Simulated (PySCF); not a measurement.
PySCF 2.14 output of an unrestricted PBE0 calculation on a single atom or ion in pcseg-2 (6s4p3d2f1g, 56 functions), with no relativity, point nucleus:

```
SCF conv_tol = 1e-09
number electrons alpha = 15  beta = 10
    C. Adamo and V. Barone.,  J. Chem. Phys. 110, 6158 (1999)
    M. Ernzerhof and G. E. Scuseria.,  J. Chem. Phys. 110, 5029 (1999)
cycle= 1 E= -1263.18051983412  delta_E= -0.00648  |g|= 0.0714  |ddm|= 0.172
cycle= 2 E= -1263.1801245516  delta_E= 0.000395  |g|= 0.0816  |ddm|= 0.0976
cycle= 3 E= -1263.18169348591  delta_E= -0.00157  |g|= 0.00299  |ddm|= 0.0427
cycle= 4 E= -1263.18169630404  delta_E= -2.82e-06  |g|= 0.000312  |ddm|= 0.00428
cycle= 5 E= -1263.18169636799  delta_E= -6.39e-08  |g|= 3.86e-05  |ddm|= 0.000687
cycle= 6 E= -1263.18169636868  delta_E= -6.9e-10  |g|= 1.9e-06  |ddm|= 6.21e-05
converged SCF energy = -1263.18169636868  <S^2> = 8.750972  2S+1 = 6.000324
```

The run itself started from symmetry-adapted Hartree-Fock orbitals and held the occupation by maximum overlap, on a logarithmic radial grid, so the iterations belong to that start.

Question: Which element, charge and spin multiplicity is this?

Answer: Fe⁺ (iron, charge +1), multiplicity 6; the state was [Ar] 3d6 4s1, high-spin 6D determinant.
